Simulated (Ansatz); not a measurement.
Mulliken charges of `F[Si](S)(Cl)Cl` from r2SCAN/def2-TZVPP in Ansatz (PBE0-D4/def2-TZVP geometry).

```json
{"atom": "F1", "x (Å)": "0.984", "y (Å)": "-0.815", "z (Å)": "-1.206", "charge (e)": "-0.277"}
{"atom": "Si2", "x (Å)": "-0.167", "y (Å)": "-0.099", "z (Å)": "-0.390", "charge (e)": "0.761"}
{"atom": "S3", "x (Å)": "0.051", "y (Å)": "-0.397", "z (Å)": "1.676", "charge (e)": "-0.207"}
{"atom": "Cl4", "x (Å)": "-1.934", "y (Å)": "-0.917", "z (Å)": "-0.933", "charge (e)": "-0.194"}
{"atom": "Cl5", "x (Å)": "-0.089", "y (Å)": "1.856", "z (Å)": "-0.917", "charge (e)": "-0.199"}
{"atom": "H6", "x (Å)": "1.197", "y (Å)": "0.307", "z (Å)": "1.724", "charge (e)": "0.117"}
```

By hand: the dipole of these point charges (1 e Å = 4.8032 D).

Σ q r = (0.123, 0.077, 0.256) e Å, of length 0.294 e Å = 1.41 D.

How does the dipole of the full density compare? (Estimate.)

The calculation gave: (0.100, 0.102, 0.193) e Å, 1.15 D; the point charges give 1.23 times that, at 10° from its direction.

Point charges leave out the atoms' own dipoles, such as those of lone pairs, and Mulliken's split depends on the basis, so the two needn't agree.
